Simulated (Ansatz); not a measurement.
Ansatz (a program for electronic structure) input (CCSD(T)/aug-cc-pV(D+d)Z):
A basis named .json is the Basis Set Exchange file of that set.

Ansatz 0.2 input:
```yaml
crystal:
  periodic: [false, false, false]
  atoms:
    - {symbol: C, position_ang: [-1.68704578, -0.32335981, -0.75693485]}
    - {symbol: S, position_ang: [-0.67076212, 1.16742263, -0.38001657]}
    - {symbol: B, position_ang: [0.80412792, 0.57108188, 0.33535545]}
    - {symbol: Cl, position_ang: [1.32388036, -1.04699632, 0.67334451]}
    - {symbol: H, position_ang: [-1.90238563, -0.86532166, 0.15990971]}
    - {symbol: H, position_ang: [-1.15792835, -0.96397328, -1.45718264]}
    - {symbol: H, position_ang: [-2.61182305, 0.03421988, -1.20448690]}
basis:
  gaussian:
    orbitals: aug-cc-pV_D+d_Z.json
magnetization: {spin_polarized: true, initial_magnetization: 1}
correlation: {method: ccsd_t, electrons: outside_noble_gas}
output: {forces: true}
```

End of the output:

```
integrals: 0.53 GiB planned
1330 factors; integrals over basis functions are off by at most 1.0e-3 eV
0.84 GiB of device memory are held for the factors and their scratch space
mean field: 0.94 GiB planned
mean field evaluation 1: about -25068.8214 eV, gradient 1.7e1 eV
mean field evaluation 2: about -25068.8279 eV, gradient 1.7e1 eV
mean field evaluation 4: about -25071.3260 eV, gradient 3.1e0 eV
mean field evaluation 8: about -25071.4773 eV, gradient 2.0e-1 eV
mean field evaluation 16: about -25071.3176 eV, gradient 3.1e0 eV
mean field evaluation 32: about -25068.6393 eV, gradient 4.4e-2 eV
mean field evaluation 64: about -25066.1009 eV, gradient 2.5e-3 eV
mean field -25071.47833808 eV, -921.3598348660 hartree, gradient 3.9e-6 eV, S^2 0.759996; 1 other end points of the search recorded, 0 dependent functions left out
determinant -25071.47833808 eV, -921.3598348660 hartree, with singles and doubles -25086.50350108 eV, -921.9119994220 hartree
determinant -25068.63936197 eV, -921.2555044185 hartree, with singles and doubles -25083.77756856 eV, -921.8118232494 hartree
12 core orbitals not correlated
reference -25071.47833808 eV, -921.3598348660 hartree; 12, 11 occupied and 113, 114 virtual orbitals, 1330 factors
densities: 14.12 GiB planned
second order -13.73432565 eV of doubles, -0.00000000 eV of singles
coupled cluster: 5.24 GiB planned
cycle   1  -15.00137157 eV  change   -4.0e-1 eV  update   2.6e-2
cycle   2  -15.02784096 eV  change   -2.6e-2 eV  update   6.7e-3
cycle   3  -15.03114541 eV  change   -3.3e-3 eV  update   3.3e-3
cycle   4  -15.03217480 eV  change   -1.0e-3 eV  update   1.3e-3
cycle   5  -15.03233668 eV  change   -1.6e-4 eV  update   5.2e-4
cycle   6  -15.03252793 eV  change   -1.9e-4 eV  update   2.0e-4
cycle   7  -15.03259004 eV  change   -6.2e-5 eV  update   7.1e-5
cycle   8  -15.03261364 eV  change   -2.4e-5 eV  update   3.0e-5
cycle   9  -15.03261613 eV  change   -2.5e-6 eV  update   1.4e-5
cycle  10  -15.03261575 eV  change    3.8e-7 eV  update   5.6e-6
cycle  11  -15.03261693 eV  change   -1.2e-6 eV  update   2.3e-6
cycle  12  -15.03261695 eV  change   -1.2e-8 eV  update   1.0e-6
perturbative correction -0.57867635 eV, -0.0212659638 hartree
the calculation of the forces begins
0.34 GiB of device memory are held for the factors and their scratch space
Total energy: -25087.08963138 eV, -921.9335393131 hartree
Atom 0 at    -1.687046    -0.323360    -0.756935 Å, force     0.247825     0.229239     0.100106 eV/Å
Atom 1 at    -0.670762     1.167423    -0.380017 Å, force    -0.501732     0.421240    -0.256679 eV/Å
Atom 2 at     0.804128     0.571082     0.335355 Å, force     0.410099     0.277928     0.171841 eV/Å
Atom 3 at     1.323880    -1.046996     0.673345 Å, force     0.126693    -0.529900     0.090652 eV/Å
Atom 4 at    -1.902386    -0.865322     0.159910 Å, force    -0.107695    -0.255639     0.441185 eV/Å
Atom 5 at    -1.157928    -0.963973    -1.457183 Å, force     0.252196    -0.303330    -0.340561 eV/Å
Atom 6 at    -2.611823     0.034220    -1.204487 Å, force    -0.427387     0.160462    -0.206544 eV/Å
Dipole moment:    -0.365534    -0.226046    -0.154490 e Å
```

It need not be the lowest isomer of its formula.
